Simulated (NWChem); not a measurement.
# AlHBrCl; SMILES [Br][AlH][Cl]

```xyz
4

Al    -0.7672    -0.6194     0.0000
H     -2.3299    -0.7438     0.0000
Cl     0.4357    -2.3335     0.0000
Br     0.2351     1.3875     0.0000
```
Atoms are numbered in this order, from 1.

Level: PBE0/def2-SVP (NWChem), optimised geometry, unscaled harmonic frequencies. This build's default masses of Se (78.918 u) and Br (79.917 u) are each other's, which moves their modes by up to 0.6 %.

| frequency (cm⁻¹) | IR intensity (km/mol) |
|---|---|
| 138 | 5.8 |
| 405 | 39.9 |
| 449 | 112.7 |
| 566 | 49.8 |
| 663 | 276.3 |
| 2021 | 118.8 |

```yaml
zero_point_energy: 6.1 kcal/mol
thermal correction to the enthalpy at 298.15 K (with zero-point energy): 9.4 kcal/mol
heat capacity Cv: 12.7 cal/(mol K)
entropy at 298.15 K and 1 atm (symmetry number 1): 73.0 cal/(mol K)
dipole_moment: 1.00 D
```

Rigid rotor and harmonic oscillator.
